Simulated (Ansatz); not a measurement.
`Cl[SiH2][ZnH]` + `[NH2][GeH2][Cl]` → `Cl[SiH2][NH][GeH2][Cl]` + `[ZnH2]`  (cleavage of the Si–Zn bond)

Program: Ansatz. Geometries: PBE0-D4/def2-TZVP. ΔE: electronic, gas phase. CCSD(T)/CBS is the MP2 limit (def2-TZVPP, def2-QZVPP) plus CCSD(T) − MP2 in def2-TZVPP, frozen cores. DFT in def2-TZVPP. B3LYP here is the variant with VWN-RPA as its local correlation; programs differ in this. For Ge, Zn outer-core shells are correlated without core-valence functions, which leaves a few kJ/mol of doubt a bond. Scalar relativity is left out up to krypton. One conformer a species, not always the lowest.

`Cl[SiH2][ZnH]`:

Cartesian coordinates in Å:
```
Cl 0.386 -2.174 0.716
Si 0.235 -0.097 0.705
Zn -0.511 0.586 -1.455
H -0.689 0.260 1.816
H 1.578 0.420 1.086
H -1.000 1.005 -2.868
```

`[NH2][GeH2][Cl]`:

Z-matrix (Å, degrees):
```
Ge
Cl 1 2.176
N 1 1.818 2 112.8
H 1 1.530 2 105.8 3 -118.7
H 1 1.530 2 105.8 3 118.7
H 3 1.010 1 115.0 2 -64.0
H 3 1.010 1 115.0 2 64.0
```

`Cl[SiH2][NH][GeH2][Cl]`:

Cartesian coordinates in Å:
```
Cl 0.149 -2.993 0.655
Si 0.955 -1.246 -0.090
N -0.236 -0.141 -0.614
Ge -0.894 1.281 0.320
Cl 0.052 3.094 -0.373
H 1.824 -1.652 -1.216
H 1.702 -0.613 1.018
H -0.649 -0.285 -1.525
H -0.514 1.106 1.790
H -2.388 1.450 0.037
```

`[ZnH2]`:

```xyz
3

Zn    0.000    0.000    0.000
H    -0.793   -0.991    0.880
H     0.793    0.991   -0.880
```

CCSD(T)/CBS gives -11.9 kcal/mol.

Problem. Another level gave -14.2 kcal/mol. Which?
A. ωB97X-V/def2-TZVPP
B. SCS-MP2/def2-TZVPP
C. B3LYP/def2-TZVPP
D. PBE0/def2-TZVPP

Solution. B. SCS-MP2/def2-TZVPP -14.2, PBE0 -8.0, ωB97X-V -11.7, B3LYP -9.4 kcal/mol.

Largest T1 diagnostic among the species: 0.016.

From PBE to PBE0 (25 % exact exchange), in def2-TZVPP and without D4, ΔE moves by −1.5 kcal/mol. The D4 term adds −2.3 kcal/mol with B3LYP and −1.3 kcal/mol with PBE0; it sums over pairs of atoms, weighted by their polarisabilities, and B3LYP, whose exchange is more repulsive, gets the larger term.
